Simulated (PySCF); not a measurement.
Zn(NH2)2 (H4N2Zn), SMILES [NH2][Zn][NH2]. Atoms are numbered in the order given.

```xyz
7

Zn     0.0000     0.0000     0.0200
N     -0.0654    -1.8134    -0.0876
H      0.7698    -2.2848    -0.4158
H     -0.4019    -2.3095     0.7294
N      0.0654     1.8134    -0.0876
H     -0.7698     2.2848    -0.4158
H      0.4019     2.3095     0.7294
```

Geometry optimised at TPSSh-D3(BJ)/def2-TZVP. One conformer was computed; it need not be the lowest.

Calculation: IEF-PCM-ωB97X/def2-SVP in PySCF 2.14.0.

The values are the electrostatic part of the solvation free energy, E(continuum) − E(gas) at the gas-phase geometry, in a cavity of scaled van der Waals radii (PySCF's table); cavitation and dispersion terms are not included. A continuum can't describe solvent molecules that bind to the metal. In vacuum the orbital gap is 10.70 eV. The dipole moment in vacuum is 1.63 D.

Computed values in water (ε = 78.36), acetone (ε = 20.49), chloroform (ε = 4.71):
| solvent | ε | ΔG(elec) (kcal/mol) | dipole (D) | gap (eV) |
|---|---|---|---|---|
| water | 78.36 | -13.0 | 2.05 | 11.02 |
| acetone | 20.49 | -12.2 | 2.02 | 11.00 |
| chloroform | 4.71 | -9.1 | 1.90 | 10.92 |
